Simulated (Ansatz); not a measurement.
Ideal-gas functions of CH3IO3 (`OC(O)(O)I`) at 600 K and 1 bar, from an Ansatz frequency run at PBE0-D4/def2-TZVP.

Molar mass 189.94 g/mol, point group C3 (symmetry number 3), electronic degeneracy 1, moments of inertia 90.305, 341.718, 341.723 u Å². Harmonic wavenumbers (cm⁻¹, unscaled): 211, 217, 217, 362, 363, 411, 547, 547, 680, 933, 1151, 1151, 1260, 1441, 1441, 3833, 3833, 3833.

Use S(trans) = R[1.5 ln M + 2.5 ln T − 1.1517]; rotational temperatures θ = 24.2544 K / I; S(rot) = R[ln(√π/σ · √(T³/θAθBθC)) + 1.5]; for each mode x = 1.438777 ν̃/T, S = R[x/(eˣ − 1) − ln(1 − e⁻ˣ)] and H = RT x/(eˣ − 1); 1 cm⁻¹ = 0.0119627 kJ/mol; R = 8.31446 J/(mol·K).

By hand: the entropy, in J/(mol·K).

Translation 188.8. Rotation: θ = 0.2686, 0.071, 0.071 K, giving 115.3. Vibration, mode by mode: 14.07, 13.84, 13.84, 9.75, 9.73, 8.76, 6.63, 6.63, 5.11, 3.16, 2.09, 2.09, 1.70, 1.20, 1.20, 0.01, 0.01, 0.01, in all 99.8. Electronic 0.0. Sum 403.9 J/(mol·K).

By hand: H − E and G − E in kJ/mol, counted from the electronic energy.

Zero-point energy ½ × 22431 × 0.0119627 = 134.2; thermal vibration 32.5; translation, rotation and pV give 4 RT = 20.0. H − E = 186.7 kJ/mol, and G − E = 186.7 − 600 × 403.9/1000 = -55.6 kJ/mol.

Vibration gives 25 % of the entropy. The sum counts one conformer and one mirror image; others add a mixing term.
